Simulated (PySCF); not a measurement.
Species: C₂H₂BF₂N.
Z-matrix (Å and degrees, PBE0-D3(BJ)/def2-SVP geometry), rows numbered from 1:
```
F 
B   1  1.3186
F   2  1.3193  1  117.47
C   2  1.5475  1  121.78  3  -179.35
C   4  1.4647  2  120.59  1   156.54
N   5  1.2400  4   69.92  2    99.25
H   4  1.0979  2  118.78  1    -4.98
H   5  1.0924  4  149.55  6   179.76
```

The closed-shell ground state was solved at several levels (PySCF, density fitting, gas phase, non-relativistic).

```tsv
level	basis functions	total energy (Eh)	HOMO (eV)	LUMO (eV)	gap (eV)	dipole (D)
wB97X-D/def2-SVPD	142	-356.3882	-10.49	0.70	11.19	2.76
B3LYP/pcJ-1	182	-356.7621	-8.27	-1.33	6.94	2.78
mPW1PW91/pcSseg-2	244	-356.8077	-8.59	-1.21	7.38	2.74
```

(1) What might PBE0/pcSseg-1 (112 basis functions) give for the same quantities?

(2) Over all these levels, which gives the widest orbital gap and which the narrowest?

(3) How far do the dipole and the HOMO energy spread over the levels?

## Answers

(1) Total energy -356.3432 Eh, HOMO -8.54 eV, LUMO -1.09 eV, gap 7.45 eV, dipole 2.78 D.

(2) wB97X-D/def2-SVPD (range-separated hybrid) has the widest, 11.19 eV, and B3LYP/pcJ-1 (global hybrid, 20 % exact exchange) the narrowest, 6.94 eV. Functional and basis both differ between the two, so the spread mixes both effects.

(3) The dipole runs from 2.74 to 2.78 D (mean 2.76 D) and the HOMO from -10.49 to -8.27 eV.

One conformer stands for the species.

Note: wB97X-D ran without an empirical dispersion term, which enters the total energy and its gradient alone.
